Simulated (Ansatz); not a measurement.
Relaxed structures of MgAlBH4O, singlet (PBE0-D4/def2-TZVP; forces vanish, vibrations not checked; lower isomers may exist, and structures with a doubtful reference or unclear bonds are left out; Å). Ansatz 0.2.0; basis: def2-TZVPP; cores frozen in the correlated methods. The outer core shell of Li, Na, Mg and K is correlated. The def2 sets are not built for correlating such inner shells, so the correlated values are less sure here.

Rank them by CCSD(T) energy, lowest first, and give each one's height above the lowest. Links in brackets join atoms within 1.22 times the sum of their covalent radii (1.1 for two metals). (Judge from chemistry; the value comes from the calculation.)
A.
MgAlBH₄O ([BH2][O][Mg][AlH2])
```
8
angstrom
B 0.9449 -2.4945 0.4551
Mg -0.1490 0.3877 -0.0706
O 0.4795 -1.2755 0.2328
Al -1.0931 2.8860 -0.5267
H -0.5501 4.1624 0.2634
H -2.2316 3.1858 -1.6048
H 1.8749 -2.9276 -0.1933
H 0.4489 -3.1975 1.3111
```
B.
MgAlBH₄O ([MgH][BH][O][AlH2])
```
8
angstrom
B -0.0970 -0.0078 -0.3433
Mg 0.3705 -0.4302 -2.5799
O 0.2280 -0.8597 0.6424
Al 0.5797 -1.8395 1.9673
H 1.9837 -1.6416 2.6583
H -0.6586 1.0110 0.0189
H 0.7177 -0.7459 -4.2370
H -0.5013 -2.9123 2.3780
```
C.
MgAlBH₄O ([BH2][Mg][O][AlH2])
```
8
angstrom
B -1.0410 2.7475 -0.5014
Mg -0.2504 0.6564 -0.1211
O 0.3800 -1.0067 0.1818
Al 0.9652 -2.5464 0.4649
H -0.7168 3.7013 0.1530
H -1.8235 3.0048 -1.3760
H 2.0243 -3.1899 -0.5324
H 0.4621 -3.3671 1.7312
```

The calculation gives: A (0.0 kJ/mol), C (57.3 kJ/mol), B (77.8 kJ/mol). Heights count from the lowest.

The T1 diagnostic stays at or below 0.014.

For scale, one of the runs: CCSD(T)/def2-TZVPP, 192 basis functions, launched by `ansatz run in.yaml --threads 2 --pin off --events-out ev --progress --plain --max-ram 4352MiB`. Time: 22 s of wall clock on 2 CPU threads of an AMD EPYC 9R45; the host was shared. Peak host memory: 2.2 GiB.
